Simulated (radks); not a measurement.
Species: neutral iron. Configuration: [Ar] 3d6 4s2. Method: non-relativistic Kohn-Sham, r2SCAN, spin-polarised, spherical densities, point nucleus; open shells are filled with parallel spins first; meta-GGA in the generalised Kohn-Sham scheme; computed with a radial shooting solver on a logarithmic mesh with Libxc functionals.

Normalised radial functions P(r) = r R(r), r in bohr:

r,3s down,3p down,4s up
0.008681,0.2032,0.0130,0.0537
0.01139,0.2473,0.0216,0.0653
0.01508,0.2945,0.0360,0.0778
0.01979,0.3362,0.0584,0.0888
0.02597,0.3636,0.0928,0.0960
0.03409,0.3621,0.1441,0.0955
0.04511,0.3103,0.2188,0.0816
0.05921,0.1923,0.3141,0.0503
0.07772,-0.0011,0.4258,-0.0011
0.102,-0.2531,0.5334,-0.0678
0.1339,-0.5031,0.5967,-0.1333
0.1772,-0.6462,0.5538,-0.1689
0.2325,-0.5504,0.3484,-0.1389
0.3052,-0.1640,-0.0324,-0.0301
0.4006,0.4277,-0.5192,0.1289
0.5301,0.9963,-0.9636,0.2607
0.6958,1.2328,-1.1573,0.2603
0.9133,1.0731,-1.0472,0.0938
1.199,0.6862,-0.7341,-0.1810
1.574,0.3182,-0.3958,-0.4497
2.082,0.0979,-0.1537,-0.6168
2.733,0.0211,-0.0451,-0.6198
3.587,0.0029,-0.0092,-0.4843
4.708,0.0002,-0.0011,-0.2898
6.23,0.0000,-0.0001,-0.1229
8.177,0.0000,0.0000,-0.0363
10.73,0.0000,0.0000,-0.0070

3s down: eigenvalue -91.786 eV, 2 radial nodes at r = 0.0776, 0.331 bohr, <r> = 0.822 bohr, 90 % of the charge inside 1.23 bohr. 3p down: eigenvalue -58.144 eV, 1 radial node at r = 0.299 bohr, <r> = 0.866 bohr, 90 % of the charge inside 1.34 bohr. 4s up: eigenvalue -5.747 eV, 3 radial nodes at r = 0.0773, 0.323, 1.01 bohr, <r> = 2.92 bohr, 90 % of the charge inside 4.44 bohr.
